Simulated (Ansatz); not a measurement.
PBE exchange is replaced step by step with exact exchange (0 % is PBE, 25 % PBE0; no dispersion term), basis def2-SVP, Ansatz. System: Ga2As3. Total charge 0; doublet. Geometry: r2SCAN-D4/def2-SVP, each spin state at its own.

The relaxed quartet has other bonds than the doublet, so its gap is one between isomers.

Geometry of the doublet:

```xyz
5

Ga   -0.1689   -0.8317    1.5212
Ga   -1.8422   -0.4668   -0.2777
As   -0.2147    1.5558   -0.3006
As    1.7284    0.3403    0.4544
As    0.4973   -0.5975   -1.3972
```

The structure comes from a short search, and lower isomers may exist.

HOMO and LUMO are taken over both spins.

```
exact exchange (%)  HOMO (eV)  LUMO (eV)  gap (eV)   ⟨S²⟩  quartet − doublet (kJ/mol)
                10      -5.16      -3.86      1.31  0.756                       141.5
                15      -5.35      -3.73      1.62  0.757                       140.4
                40      -6.30      -3.10      3.20  0.765                       134.8
```
